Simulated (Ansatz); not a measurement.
`[F][Al]([SH])[Cl]` + HBr → `[SH][Al]([Cl])[Br]` + H–F at 400 K and 1 bar (ligand exchange at the Al–F bond).

Calculated with Ansatz (gas phase, PBE0-D4/def2-TZVP geometries, no zero-point term in ΔE). CBS: MP2 limit from def2 TZ/QZ plus the TZ coupled-cluster correction, frozen cores. This one scheme is used for every species. For Br outer-core shells are correlated without core-valence functions, which leaves a few kJ/mol of doubt a bond. Scalar relativity is left out up to krypton. Each species was taken in one conformer, which may not be the lowest.

```csv
species,CCSD(T)/CBS energy (Eh),H − E (kJ/mol),S (J/(mol·K))
`[F][Al]([SH])[Cl]`,-1200.16071,62.5,351.3
HBr,-2573.91920,27.6,207.2
`[SH][Al]([Cl])[Br]`,-3673.67780,60.6,375.8
H–F,-100.39570,36.5,182.2
```

H − E and S are ideal-gas, rigid-rotor, harmonic terms from PBE0-D4/def2-TZVP, for one conformer and one mirror image of each species. 1 Eh = 2625.50 kJ/mol, R = 8.31446 J/(mol·K).

Question: By hand: ΔE, ΔH, ΔS and ΔG.

Answer: ΔE = (-3673.67780) + (-100.39570) − (-1200.16071) − (-2573.91920) = 0.00641 Eh = 16.8 kJ/mol. Δ(H − E) = 60.6 + 36.5 − 62.5 − 27.6 = 7.0, so ΔH = 23.8 kJ/mol. ΔS = 375.8 + 182.2 − 351.3 − 207.2 = -0.5 J/(mol·K). ΔG = 23.8 − 400 × (-0.5)/1000 = 24.0 kJ/mol.

Question: By hand: the equilibrium constant, and the temperature at which ΔG would vanish if ΔH and ΔS stayed fixed.

Answer: log₁₀ K = −ΔG/(RT ln 10) = -3.1. ΔH and −TΔS have one sign here, so there is no such temperature.

The number of gas molecules stays the same, so ΔS is small and ΔH decides. A doubt of 5 kJ/mol in ΔE shifts log₁₀ K by 0.7 here. Other conformers and mirror images would add mixing entropy, several J/(mol·K) or more a flexible species. These are equilibria of isolated gas molecules and say nothing of rates. Largest T1 diagnostic: 0.011 (customary marks: 0.02 for closed shells, 0.045 for open ones).

ΔS is within the doubt of such terms, so its sign, and with it that verdict, could turn.
